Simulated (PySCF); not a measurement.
**Frontier orbitals and the lowest excitations**

Species: C₂H₇F₃OSi₂.
Structure used (PBE0-D3(BJ)/def2-SVP), in Å, numbered top down from 1:
```xyz
15
C2H7F3OSi2 angstrom
C      2.324    0.166   -0.567
O      1.048    0.715   -0.337
Si    -0.080    0.104    0.713
Si    -1.928    1.532    0.691
C     -0.630   -1.655    0.111
F     -1.186   -1.624   -1.109
F     -1.541   -2.176    0.950
F      0.396   -2.523    0.051
H      2.909    0.090    0.368
H      2.865    0.825   -1.260
H      2.260   -0.839   -1.018
H      0.501   -0.133    2.071
H     -2.493    1.597   -0.688
H     -2.961    1.008    1.634
H     -1.501    2.894    1.132
```

Method used: TDDFT B3LYP/def2-SVPD, vertical, gas phase, core orbitals frozen in the response (PySCF 2.14.0, density-fitted response routines).

Frontier orbitals with the atoms that hold most of them (Löwdin shares over 4%, at most four atoms; ? is withheld):

| orbital | ε (eV) | atoms |
| --- | --- | --- |
| HOMO-3 | -9.64 | Si4 17%, Si3 13%, H13 11%, H15 10% |
| HOMO-2 | -9.31 | O2 39%, C1 18%, Si3 12%, H10 10% |
| HOMO-1 | -8.47 | ? |
| HOMO | ? | ? |
| LUMO | -0.65 | Si3 29%, Si4 20%, O2 8%, H12 8% |
| LUMO+1 | -0.25 | Si4 32%, Si3 26%, H13 10%, H12 10% |
| LUMO+2 | 0.14 | Si4 36%, Si3 14%, H15 14%, H14 10% |

Q: Give the leading atoms of the HOMO.

A: O2 (bonded to C and Si) 32%; Si3 (bonded to C, O, Si and H) 14%; C5 (bonded to 3 F and Si) 11%; Si4 (bonded to Si and 3 H) 11%. By element: oxygen 32%, silicon 25%, carbon 11% or more.

Q: Give the leading atoms of the HOMO-1.

A: O2 (bonded to C and Si) 34%; Si3 (bonded to C, O, Si and H) 19%; Si4 (bonded to Si and 3 H) 14%; H12 (bonded to Si) 12%. By element: oxygen 34%, silicon 33%, hydrogen 12% or more.

Q: What is the HOMO energy, and the HOMO–LUMO gap?

A: ε(HOMO) = -8.27 eV; the gap is 7.61 eV (0.2797 hartree).

Q: How does S1 compare with the orbital gap of 7.61 eV?

A: S1 is at 6.54 eV (f = 0.0037), 1.07 eV below the gap, made of HOMO→LUMO (95%). Without the coupling terms of the response equations the lowest excitation would equal the gap.

Q: One configuration dominates each of S1, S2, S3, S4 and S7. Which, and how do the shares of the two leading atoms of either orbital change from the occupied to the empty one?

A: 
- S1 (6.54 eV, f 0.0037), HOMO→LUMO (95%): O2 32% → 8%, Si3 14% → 29%, Si4 11% → 20%
- S2 (6.74 eV, f 0.012), HOMO-1→LUMO (94%): O2 34% → 8%, Si3 19% → 29%, Si4 14% → 20%
- S3 (7.17 eV, f 0.020), HOMO→LUMO+1 (97%): O2 32% → at most 10%, Si3 14% → 26%, Si4 11% → 32%
- S4 (7.33 eV, f 0.020), HOMO-1→LUMO+1 (90%): O2 34% → at most 10%, Si3 19% → 26%, Si4 14% → 32%
- S7 (7.70 eV, f 0.020), HOMO-2→LUMO (72%): O2 39% → 8%, C1 18% → at most 8%, Si3 12% → 29%, Si4 at most 11% → 20%

Löwdin shares depend on the basis, the more so with diffuse functions.

On Arm Neoverse V2, one thread, no GPU, on a shared host, this took 4.2 min of wall time (with the writing of density and orbital grids) and 1.1 GiB of memory at its peak.

One conformer stands for the species.
